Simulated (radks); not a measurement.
Co7+, 20 electrons, occupied as [Ne] 3s2 3p(1/2: 1, 3/2: 4) 3d(3/2: 3, 5/2: 0) (not the ground configuration).

Calculated with a radial shooting solver on a logarithmic mesh with Libxc functionals: Dirac Kohn-Sham, BLYP, spin-unpolarised, spherical densities, finite nucleus; Fermi nuclear charge, rms radius 3.7875 fm.

Energy parts (hartree):
part                       energy
total                 -1375.69064
kinetic                1396.82799
electron-nucleus      -3188.38393
Hartree                 470.84786
exchange-correlation    -54.98256

Orbitals (lengths in bohr, moments of r in powers of bohr):
orbital  occ.  eigenvalue (hartree)      <r>  <1/r>
1s1/2       2             -284.7375  0.05619  27.03
2s1/2       2             -38.69154   0.2550  5.844
2p1/2       2             -34.33189   0.2225  5.793
2p3/2       4             -33.78561   0.2256  5.682
3s1/2       2              -8.81706   0.7295  1.955
3p1/2       1              -7.47417   0.7406  1.859
3p3/2       4              -7.39208   0.7475  1.835
3d3/2       3              -5.20274   0.7532  1.637
3d5/2       0              -5.19078   0.7552  1.631

The highest occupied level is 3d3/2 at -141.57 eV. Summed over all electrons, <r^2> = 7.023 bohr^2, which gives a Langevin (diamagnetic) susceptibility term of -5.56 x 10^-6 cm^3/mol. The density falls to 0.001 e/bohr^3 at r = 2.08 bohr.
